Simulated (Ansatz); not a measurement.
A displaced shape of singlet CuH:

```json
{"atom": "Cu", "x (Å)": "-0.0420", "y (Å)": "-0.0203", "z (Å)": "-0.0312"}
{"atom": "H", "x (Å)": "-0.0469", "y (Å)": "-0.0052", "z (Å)": "1.4103"}
```

It was optimised with PBE0/def2-SVP in Ansatz (development build ahead of 0.2.0) to forces under 0.001 eV/Å, with restricted orbitals. Each step stands on the lowest determinant of that kind that the program's search found.

Q: What shape does it relax to, and how does the optimisation go?

A:

```yaml
atoms:
  - { symbol: Cu, position_ang: [-0.0419, -0.0205, -0.0484] }
  - { symbol: H, position_ang: [-0.0469, -0.0050, 1.4276] }
```

Bond lengths: Cu1–H2 1.476 Å.

```csv
step,E − E(start) (eV),largest force (eV/Å)
1,0.0000,0.4587
2,-0.0055,0.2408
3,-0.0077,0.0101
4,-0.0077,0.0000
```

The optimisation ended after 4 steps with its threshold met.
